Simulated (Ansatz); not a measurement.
```yaml
atoms:
  - { symbol: C, position_ang: [0.0023, -0.0086, 0.0045] }
  - { symbol: F, position_ang: [0.7646, 0.7515, 0.7628] }
  - { symbol: F, position_ang: [0.7625, -0.7613, -0.7502] }
  - { symbol: F, position_ang: [-0.7524, 0.7538, -0.7559] }
  - { symbol: F, position_ang: [-0.7511, -0.7644, 0.7573] }
```

Basis set: 6-31G* (spherical functions). Left uncorrelated: 5 orbitals. Charge 0, multiplicity 1.

Computed with Ansatz (development build ahead of 0.2.0); each method stands on the lowest determinant of its kind that the runs found. Restricted open shells among the atoms or ions are ROHF, correlated in semicanonical orbitals with singles.

Give the atomization energy at this shape (free ground-state atoms in the same class of orbitals less the molecule, no zero-point energy) of singlet CF₄ by RHF-MP2, RHF.

```tsv
method	atomization energy
RHF-MP2	2001.1 kJ/mol
RHF	1372.0 kJ/mol
```
